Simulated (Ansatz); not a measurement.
Reactions of C2H5FMg (`C[CH2][Mg][F]`).

Gas-phase electronic energies from Ansatz, PBE0-D4/def2-TZVP geometries. CCSD(T)/CBS is the MP2 limit (def2-TZVPP, def2-QZVPP) plus CCSD(T) − MP2 in def2-TZVPP, frozen cores. This one scheme is used for every species, atoms too. No spin–orbit coupling; open shells (•) take unrestricted orbitals. Spin–orbit coupling would lower the free atoms: a little for F. Bonds to Br, Mg are less sure, by a few kJ/mol each and by 10 to 20 or more in all where they break to atoms, as the def2 sets lack core-valence functions. Scalar relativity is left out up to krypton. One conformer a species, not always the lowest.

Order these by ΔE at CCSD(T)/CBS, lowest first. (An estimate is asked.)
A. `C[CH2][Mg][F]` → `[CH3][Mg][F]` + `[CH2]` (triplet)
B. `C[CH2][Mg][F]` + `[NH2][AlH][OH]` → `C[O][AlH][NH2]` + `[CH3][Mg][F]`
C. `C[CH2][Mg][F]` → `[F][MgH]` + `C=C`
D. `C[CH2][Mg][F]` + H₂ → `C[CH2][MgH]` + H–F
E. `C[CH2][Mg][F]` → F• + `C[CH2][Mg]`•
F. `C[CH2][Mg][F]` + CH₃OH → `C[CH2][Mg][O]C` + H–F
G. `C[CH2][Mg][F]` + HCl → `[F][Mg][Cl]` + `CC`
H. `C[CH2][Mg][F]` + HBr → `C[CH2][Mg][Br]` + H–F

G (-2.33 eV), H (-0.35 eV), B (+0.40 eV), F (+0.60 eV), C (+1.21 eV), D (+1.76 eV), A (+4.26 eV), E (+6.41 eV).

Largest T1 diagnostic: 0.012, for `C[CH2][Mg]`•.
